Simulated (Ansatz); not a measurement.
A run of Ansatz (development build ahead of 0.2.0) on quartet BePN(+) at this shape:

```xyz
3

Be    0.0000    0.0000    0.0000
N     0.0000    1.2799    0.9821
P     0.0000   -1.5558    1.1938
```

Its results:

* Converged: yes
* Total energy: -410.30828 hartree
* Spin squared of the determinant: 3.750
* Stability test: minimum among restricted orbitals

(1) Which input gives this output? Name the method, the orbitals and the basis set, and write the input.

Results:

(1) ωB97X (restricted open-shell) in pcseg-2.

```yaml
crystal:
  periodic: [false, false, false]
  atoms:
    - { symbol: Be, position_ang: [0.0, 0.0, 0.0] }
    - { symbol: "N", position_ang: [0.0, 1.2799, 0.9821] }
    - { symbol: P, position_ang: [0.0, -1.5558, 1.1938] }
basis:
  gaussian: { orbitals: pcseg-2 }
total_charge: 1
magnetization:
  initial_magnetization: 3
hamiltonian:
  xc: { name: wB97X }
```

Caution: other spin multiplicities may lie lower.
